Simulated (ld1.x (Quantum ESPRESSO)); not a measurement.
## Before and after: ultrasoft potential for arsenic

| Quantity | Value |
| --- | --- |
| Element | arsenic (As) |
| Generator | ld1.x (Quantum ESPRESSO) 7.5 |
| Type | ultrasoft |
| Functional | revPBE |
| Relativity | fully relativistic |
| Frozen core | [Ar] 3d10 |
| Valence charge | 5 |
| Reference configuration | 4s2 4p3 |
| Partial waves | 4s (bound): rcut 1.55, rcutus 1.95 bohr; 4s channel at 1.85 Ry: rcut 1.55, rcutus 1.95 bohr; 4p (bound): rcut 1.35, rcutus 1.75 bohr; 4p channel at 0.25 Ry: rcut 1.35, rcutus 1.75 bohr |
| Local potential | all-electron potential smoothed inside 1.65 bohr (lloc = -1) |
| Core correction | Bessel-smoothed model core inside 1.25 bohr |
| Augmentation charge | PSQ, radius 1.25 bohr |

Open shells are filled in proportion to 2j + 1 (rel_dist='average').

All-electron outer shells of the reference configuration (revPBE, scalar-relativistic, ld1.x):

```tsv
shell	level (eV)	outermost node (bohr)	outermost maximum (bohr)
3p	-133.68	0.22	0.52
3d	-40.59	–	0.48
4s	-14.43	0.73	1.61
4p	-5.15	0.78	2.00
```

Change: scalar-relativistic.

Cutoffs: the cutoffs (Ry, on a coarse ladder) from which the occupation-weighted sum of valence levels, in a spherical-Bessel basis at the reference potential, stays within 10 and 1 mRy of its value at 400 Ry; they do not see the model core or the augmentation charge, which bear on the density cutoff. Errors are all-electron minus pseudo energies relative to the spin-unpolarised reference configuration.

Q: Predict the effect on cutoff, ghosts and configuration errors.

A: Both files are very soft, the changed one slightly softer (loose and tight cutoff 8 and 12 Ry → 8 and 10 Ry on this coarse ladder); of the 7 tests that both files solve, the error grows in 2 and shrinks in 0 by more than 15 % and 0.3 meV (median size 20.6 → 22.5 meV); neither file shows a bound ghost.

| quantity | base | changed |
| --- | --- | --- |
| cutoff, loose | 8 Ry | 8 Ry |
| cutoff, tight | 12 Ry | 10 Ry |
| bound ghosts | none | none |
| error for 4s2 4p2, meV [ΔE 9.11 eV] | -3.8 | -5.0 |
| error for 4s2 4p1, meV [ΔE 26.97 → 26.96 eV] | -33 | -36 |
| error for 4s2 4p0, meV [ΔE 54.57 → 54.56 eV] | -138 | -145 |
| error for 4s0 4p5, meV [ΔE 18.98 → 18.99 eV] | -30 | -31 |
| error for 4s1 4p4, meV [ΔE 9.39 eV] | -7.5 | -8.3 |
| error for 4s1 4p3, meV [ΔE 19.19 eV] | -21 | -22 |
| error for 4s2 4p2.5, meV [ΔE 3.54 eV] | -0.6 | -1.1 |
| s: phases at 2.14 bohr within 0.05 rad from the reference energy up to (Ry; the scan ends near 5) | 4.9 | 4.9 |
| lowest overlap eigenvalue by channel | s 0.41, p1/2 0.62, p3/2 0.62 | s 0.41, p 0.62 |
